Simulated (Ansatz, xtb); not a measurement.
C3H7FGeO: 8 structures ranked

8 gas-phase structures of C3H7FGeO, from a drawn sample of its isomers (lower ones may exist). Each was relaxed with GFN2-xTB:

A. `F[C@@]1([GeH3])CCO1`, a singlet
B. `F[C@@H]1CO[C@@H]1[GeH3]`, a singlet
C. `F[C@@H]1OC[C@H]1[GeH3]`, a singlet
D. `F[C]1([GeH3])COC1`, a singlet
E. `F[C@@H]1C[C@H]([GeH3])O1`, a singlet
F. `F[C@@H]1C[C@@H]([GeH3])O1`, a singlet
G. `F[C@@H]1OC[C@@H]1[GeH3]`, a singlet
H. `F[C@@H]1CO[C@H]1[GeH3]`, a singlet

Problem. Make a reasoned guess at their ranking by r2SCAN-D4/def2-SVP single-point energy.

Solution. Calculated order at r2SCAN-D4/def2-SVP: G (0.0), C (1.2), F (2.3), E (2.9), A (2.9), B (11.5), H (12.6), D (13.6) kcal/mol. Less than 1 kcal/mol parts F and E; E and A, so the order within those pairs means little.

Energies above the lowest of each column, in kcal/mol; the last columns are at PBE-D3(BJ)/def2-SVP geometries and were run for some of them only (a dash: not run or not comparable):

```csv
structure,GFN2-xTB,HF/STO-3G,r2SCAN-D4/def2-SVP,PBE-D3(BJ)/def2-SVP,CCSD(T)/def2-SVP + ΔMP2/def2-TZVPP
G,0.0,0.0,0.0,0.0,0.0
C,3.2,1.0,1.2,1.7,0.7
F,2.4,1.6,2.3,2.8,2.7
E,0.9,4.6,2.9,2.5,2.5
A,0.5,1.2,2.9,3.5,4.6
B,4.3,6.4,11.5,11.0,11.3
H,7.2,6.5,12.6,–,–
D,7.8,7.9,13.6,–,–
```

Every level run on G puts it lowest or level with the lowest. CCSD(T)/def2-SVP + ΔMP2/def2-TZVPP orders those it was run on as G (0.0), C (0.7), E (2.5), F (2.7), A (4.6), B (11.3) kcal/mol. Less than 1 kcal/mol parts G and C; E and F, so the order within those pairs means little. Frequencies (GFN2-xTB) were run for A, B, C, E, F, G alone. ΔMP2 is the change of the MP2 energy from the smaller to the larger basis.

Over these structures GFN2-xTB departs from r2SCAN-D4/def2-SVP by 2.7 kcal/mol on average once a common shift is removed. A GFN2-xTB relaxation took about 0.34 s and the r2SCAN-D4/def2-SVP energy about 6.9 s on a shared host (Ansatz 0.2.0, xtb 6.7.1).
